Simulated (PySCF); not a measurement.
Nb(S)(OH)(NH2)2 (H5N2NbOS), SMILES [NH2][Nb]([NH2])([OH])=[S], multiplicity 1.

The structure is a stationary point at B3LYP-D3(BJ)/def2-SVP. The multiplicity is an assumed one; no other spin state was optimised. The structure was generated by enumeration; whether it is a known compound was not checked. The def2 effective core potentials stand for the cores of Nb; spin–orbit coupling is left out. The values are those of a single conformer.

Two levels are set side by side: TDDFT-PBE/def2-SVPD (PySCF) and TDDFT-CAM-B3LYP/def2-SVPD (PySCF). Vertical, same geometry. The lowest singlet is HOMO→LUMO 96 % with PBE and HOMO→LUMO 85 %, HOMO−1→LUMO+1 13 % with the other functional; states are paired by order. Differences are taken from unrounded values.

| quantity | TDDFT-CAM-B3LYP | TDDFT-PBE | TDDFT-PBE minus TDDFT-CAM-B3LYP |
|---|---|---|---|
| lowest singlet excitation (eV) | 4.04 | 3.83 | -0.21 |
| lowest triplet excitation (TDA) (eV) | 3.49 | 3.44 | -0.05 |

A lower first singlet is the usual sign of a functional without exact exchange. Differences between two approximate levels are no errors against the true value.

Rough cost on one machine, each run with all the roots and properties that it gave: TDDFT-CAM-B3LYP against TDDFT-PBE about 5 times.
